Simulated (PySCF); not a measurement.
# Which method gave which barrier?

Saddle point of AlH$_{3}$SOF$_{2}$, singlet (AlHOF₂ ([OH][Al]([F])[F]) + H₂S → AlHSF₂ ([F][Al]([F])[SH]) + H₂O (still joined by a long Al–O bond); bonds formed: O2–H5; dative contacts that become bonds: Al1–S6; bonds broken: H5–S6; bonds weakened to dative contacts: Al1–O2), PBE0-D4/def2-TZVP structure:

```xyz
8
angstrom
Al -0.5136 0.6397 -0.2905
O 1.2231 0.2121 -0.3517
F -1.2148 0.6732 -1.7806
F -0.9082 1.7849 0.8225
H 0.7169 -0.9473 0.1537
S -0.6302 -1.5256 0.6762
H 1.7579 0.2147 -1.1486
H -0.4312 -1.0515 1.9189
```

Computed with PySCF 2.14 with density fitting (its default auxiliary sets; JK sets also for MP2 and CCSD(T)) (basis: def2-TZVPP, with def2-QZVPP for the basis limit); correlated methods freeze the cores. Extrapolation: Hartree–Fock as exp(−7.88 √X), correlation as X^−2.97. Four methods, as single points on the PBE0-D4 structures, gave these electronic barriers from the start structure: 5.68, 8.10, 10.31, 20.94 kcal/mol.

Task: The methods were, in alphabetical order, HF, MP2, PBE-D4, PBE0-D4. Which gave which? (Judge from chemistry; the calculation decides.)

Result: By the calculation: PBE-D4 5.68; PBE0-D4 8.10; MP2 10.31; HF 20.94 kcal/mol. For comparison, CCSD(T) at an estimated basis limit (MP2 extrapolated from triple and quadruple zeta, plus CCSD(T) − MP2 in triple zeta) gives 11.27 kcal/mol.

The T1 diagnostic stays at or below 0.013.

Labels in which every atom is bracketed show which atoms are joined, not bond orders.

For scale, one of the runs: CCSD(T)/def2-TZVPP, 219 basis functions, launched by `OMP_NUM_THREADS=4 python run.py`. The run took 20 min on 4 CPU threads of an AMD EPYC (shared host), with 4 GiB of host memory at its peak.
